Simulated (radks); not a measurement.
Polarisability of the oxygen ion O6+, [He], at imaginary frequency. Calculated with a radial shooting solver on a logarithmic mesh with Libxc functionals: non-relativistic Kohn-Sham, PBE, spin-polarised, spherical densities, point nucleus. Response by self-consistent Sternheimer equations with the Hartree and adiabatic LDA kernel.

w (hartree)  alpha1(iw) (bohr^3)  alpha2(iw) (bohr^5)
0.00266                 0.002722            0.0001732
0.0143                  0.002722            0.0001732
0.0360                  0.002722            0.0001732
0.0697                  0.002722            0.0001732
0.118                   0.002722            0.0001732
0.186                   0.002722            0.0001732
0.280                   0.002722            0.0001732
0.413                   0.002722            0.0001732
0.605                   0.002721            0.0001731
0.892                   0.002718            0.0001731
1.35                    0.002713            0.0001729
2.12                    0.002700            0.0001723
3.59                    0.002658            0.0001707
6.94                    0.002499            0.0001643
17.5                    0.001758            0.0001299

Static values: alpha1 = 0.002722 bohr^3 (0.0004034 angstrom^3; uncoupled 0.002798), alpha2 = 0.0001732 bohr^5, alpha3 = 0.00002816 bohr^7. C6 = 0.0001328, C8 = 0.00004730, triple-dipole C9 = 2.737e-07 atomic units. One-pole (London) frequency 4 C6 / (3 alpha1^2) = 23.888 hartree, against 25.421 for minus the highest occupied eigenvalue.
